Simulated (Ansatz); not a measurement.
Start from `[GaH2][NH]B1CS1` and change one atom or group to get `CB1CS1`.

Ansatz, PBE0-D4/def2-TZVP geometries, multiplicity 1. Each molecule was computed in one conformer, which needn't be the lowest.

Scalar relativity is left out up to krypton.

| property | `[GaH2][NH]B1CS1` |
| --- | --- |
| HOMO energy (B3LYP/def2-TZVPP) / eV | -6.55 |
| size of the dipole moment (B3LYP/def2-TZVPP) / D | 2.46 |
| HOMO–LUMO gap (PBE/def2-TZVPP) / eV | 3.35 |
| ideal-gas entropy at 298 K and 1 bar (rigid rotor, harmonic PBE0-D4/def2-TZVP) / J/(mol·K) | 352 |
| LUMO energy (PBE/def2-TZVPP) / eV | -2.32 |
| size of the dipole moment (ωB97M-V/def2-TZVPP) / D | 2.60 |

(1) Give the same properties after the change, and the shifts. (An estimate is asked.)

Answers

(1) Ansatz gave: 
| property | `CB1CS1` | shift |
| --- | --- | --- |
| HOMO energy (B3LYP/def2-TZVPP) / eV | -7.09 | -0.54 |
| size of the dipole moment (B3LYP/def2-TZVPP) / D | 1.53 | -0.93 |
| HOMO–LUMO gap (PBE/def2-TZVPP) / eV | 4.58 | 1.23 |
| ideal-gas entropy at 298 K and 1 bar (rigid rotor, harmonic PBE0-D4/def2-TZVP) / J/(mol·K) | 305 | -47 |
| LUMO energy (PBE/def2-TZVPP) / eV | -1.60 | 0.72 |
| size of the dipole moment (ωB97M-V/def2-TZVPP) / D | 1.54 | -1.06 |

With PBE0 the HOMO falls by 0.54 eV and the LUMO rises by 0.88 eV, so the gap widens by about 1.42 eV. PBE moves the HOMO by -0.52 eV and ωB97M-V by -0.57 eV. The zero-point energy changes by 14.7 kJ/mol with -3 modes. Dipoles are sizes alone; their direction can turn.

B3LYP here is the variant with VWN-RPA as its local correlation; programs differ in this.
